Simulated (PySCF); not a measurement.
# Spin states and ions at one geometry of PbCl4

PySCF 2.14.0, RKS PBE, Pb def2-SVP with ECP60, Cl def2-SVP; non-relativistic Hamiltonian with scalar-relativistic core potentials where named; density fitting; no spin-orbit coupling; singlets restricted, open shells unrestricted. The geometry is relaxed for charge 0, singlet, vacuum:

```xyz
5

Pb    0.0049    0.2343    0.0000
Cl   -0.0248   -1.1924    1.9902
Cl   -0.0248   -1.1924   -1.9902
Cl    2.0250    1.6183    0.0000
Cl   -1.9560    1.7011    0.0000
```

Energies count from the relaxed state; an electron taken off or put on is at rest in vacuum. Charges and spins are Mulliken's.

**Question.** Order these states by energy, lowest first.
A. charge +1, doublet, vacuum
B. charge -1, doublet, vacuum
C. charge 0, triplet, vacuum
D. charge 0, singlet, vacuum

**Answer.** B (-3.11 eV), D (0.00 eV), C (2.22 eV), A (10.68 eV).

**Question.** How do charge and spin on the first atom follow?

**Answer.** 
```tsv
state	spin squared	charge on Pb1 (e)	spin on Pb1 (e)	dipole about the centre of mass (D)
charge 0, singlet, vacuum	0.00	0.75	0.00	0.00
charge 0, triplet, vacuum	2.00	0.64	0.22	0.18
charge +1, doublet, vacuum	0.75	0.83	-0.04	0.21
charge -1, doublet, vacuum	0.75	0.56	0.26	0.00
```

With an electron taken off (doublet) the charges change, summed by element, by Pb +0.08 e, Cl +0.92 e. The vertical ionisation energy is 10.68 eV, against −ε(HOMO) = 8.03 eV of the relaxed state. The level lies 2.6 eV too high, as is usual for semilocal functionals and global hybrids, which keep a self-interaction error.

With an electron put on (doublet) the charges change, summed by element, by Pb -0.19 e, Cl -0.81 e. The vertical electron affinity is 3.11 eV, against −ε(LUMO) = 5.83 eV of the relaxed state. The basis has no diffuse functions, which an added electron needs.

Open shells may have lower solutions than those found. Hard to converge, so the more doubtful: charge 0, triplet, vacuum; charge +1, doublet, vacuum.
